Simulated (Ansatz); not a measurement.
Species: H6Ga2Se2, SMILES `[GaH2-]1[SeH+][GaH2-][SeH+]1` (charge 0, multiplicity 1).

### Question
Give a relaxed geometry from CAM-B3LYP-D3(BJ)/def2-SVP (Ansatz, a quantum-chemistry and plane-wave program).

### Answer
the end point of this relaxation (outside a Z-matrix the atoms follow the SMILES, hydrogens last).
Z-matrix (Å, degrees):
```
Ga
H 1 1.5558
H 1 1.5560 2 128.96
Se 1 2.5346 2 107.14 3 129.10
H 4 1.4679 1 94.80 2 17.91
Ga 4 2.5346 5 94.80 1 -84.83
H 6 1.5558 4 107.14 5 -17.91
H 6 1.5560 7 128.96 5 137.77
Se 1 2.5367 2 106.90 3 -129.43
H 9 1.4676 1 94.67 2 153.27
```
